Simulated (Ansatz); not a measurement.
System: C3H9AlO2, charge 0, multiplicity 1. 
Coordinates optimised at B3LYP-D3(BJ)/def2-TZVP (Ansatz, an electronic-structure program):
SMILES: C[O][Al]([CH3])[O]C
```xyz
15

C     -0.1831     2.4547     0.1562
O     -0.8427     1.2193     0.0698
Al    -0.4651    -0.4228    -0.0539
C     -1.9083    -1.7059    -0.2190
O      1.1339    -0.9702    -0.0368
C      2.4251    -0.4375     0.1016
H     -0.6980     3.1932    -0.4650
H      0.8584     2.3980    -0.1799
H     -0.1863     2.8212     1.1878
H     -1.5323    -2.7272    -0.2929
H     -2.5795    -1.6515     0.6416
H     -2.5146    -1.5007    -1.1046
H      3.0231    -1.0816     0.7526
H      2.9245    -0.3847    -0.8711
H      2.4194     0.5690     0.5348
```

Basis-set convergence of Hartree-Fock and MP2 correlation energies (hartree) with Ansatz. Correlated levels leave the core frozen unless marked. Spin-orbit coupling is left out. No relativistic terms.

```
basis        functions       E(HF)  E(corr, MP2)
-----------  ---------  ----------  ------------
cc-pV(D+d)Z        138  -510.60154      -0.86237
cc-pV(T+d)Z        315  -510.70307      -1.08163
cc-pV(Q+d)Z        609  -510.72645      -1.15803
```

Extrapolating the two largest sets (X = 3 and 4) as X^-3: E(corr) = (64·(-1.15803) - 27·(-1.08163))/37 = -1.2138 Eh, an estimate of the basis-set limit. The largest set recovers 95.4 % of it, the smallest 71.0 %.
